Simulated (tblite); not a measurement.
triflic acid (CHF₃O₃S), singlet, at a GFN2-xTB geometry; GFN1-xTB (tblite 0.6.0).

Input for tblite:
```
$ tblite run mol.xyz --method gfn1 --charge 0 --spin 0 --spin-polarized --json tblite.json --no-restart

# file mol.xyz
9

O      1.41469782    -0.49779905    -1.06169565
S      0.80886675     0.30104012     0.16311669
O      1.27034678    -0.28302073     1.37173556
O      0.90598970     1.68891681    -0.07270317
C     -0.97345522    -0.20872619    -0.06496558
F     -1.73274043     0.25154402     0.91428660
F     -1.43423367     0.23041401    -1.22337302
F     -1.01685156    -1.53813106    -0.06070275
H      1.82502020    -1.32350365    -0.79066498
```

The log (banner, timings and long lists left out):

```
xTB calculator
 | screened Coulomb repulsion
 | Coulomb electrostatics
 |  * isotropic Klopman-Ohno-Mataga-Nishimoto electrostatics
 |  * onsite third-order electrostatics
 | DFT-D3(BJ) dispersion correction
 | Interactions (1)
 | [1] spin polarization

halogen bonding energy    0.0000000000000E+00 Eh
repulsion energy          1.2845778446702E-01 Eh
dispersion energy        -3.1781885891896E-03 Eh
interaction energy        0.0000000000000E+00 Eh
number of electrons       5.0000000000000E+01 e
integral cutoff           1.9731147476801E+01 bohr

------------------------------------------------------------
  cycle        total energy    energy error   density error
------------------------------------------------------------
      1     -34.38444638585  -3.4509726E+01   5.7665273E-01
      2     -34.88328210688  -4.9883572E-01   4.1640070E-01
      3     -35.04699040470  -1.6370830E-01   2.9929951E-01
      4     -35.75794453540  -7.1095413E-01   7.0570019E-02
      5     -35.76476295242  -6.8184170E-03   1.7154536E-02
      6     -35.76444752431   3.1542811E-04   1.1725826E-02
      7     -35.76540969909  -9.6217479E-04   2.9495621E-03
      8     -35.76545879777  -4.9098677E-05   1.2064549E-03
      9     -35.76546768613  -8.8883615E-06   2.8379619E-04
     10     -35.76546837310  -6.8696259E-07   4.3995063E-05
     11     -35.76546838224  -9.1481454E-09   9.6038017E-06
------------------------------------------------------------

electronic energy        -3.5890747978121E+01 Eh
total energy             -3.5765468382244E+01 Eh

Post processing:
 | Mayer-Wiberg bond orders

[Info] JSON dump of results written to 'tblite.json'
```
